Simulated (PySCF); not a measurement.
# From computed data to an observable: chemical shift, span and skew from a shielding tensor

C₆H₅Cl, SMILES Clc1ccccc1. Atoms are numbered in the order given.

```xyz
12

Cl     0.0000     0.0000     2.2634
C      0.0000     0.0000     0.5164
C      0.0000    -1.2228    -0.1747
C      0.0000    -1.2140    -1.5777
C      0.0000     0.0000    -2.2830
C      0.0000     1.2140    -1.5777
C      0.0000     1.2228    -0.1747
H      0.0000    -2.1662     0.3891
H      0.0000    -2.1703    -2.1225
H      0.0000     0.0000    -3.3830
H      0.0000     2.1703    -2.1225
H      0.0000     2.1662     0.3891
```

Geometry optimised at PBE-D3(BJ)/def2-SVP.

GIAO shieldings from B3LYP/pcSseg-1 in PySCF, non-relativistic, no solvent. The symmetric part of the tensor of C2 has the principal values -73.7, 42.3, 114.0 ppm. The same nucleus in TMS has σ = 181.3 ppm at this level (PySCF, at its B3LYP-D3(BJ)/def2-TZVP geometry). Without spin–orbit terms, shifts of atoms bonded to Cl or Br come out too high.

Problem. Work out the isotropic shielding, the ¹³C shift against TMS, the span and the skew.

Solution. 
σ(iso) = (σ11 + σ22 + σ33)/3 = 27.5 ppm. δ = σ(ref) − σ(iso) = 181.3 − (27.5) = 153.8 ppm.
Span Ω = σ33 − σ11 = 187.7 ppm. Skew κ = 3(σ(iso) − σ22)/Ω = -0.24. Tumbling in solution averages the tensor to δ; in a static solid the shielding alone would spread this spin-1/2 line over Ω.
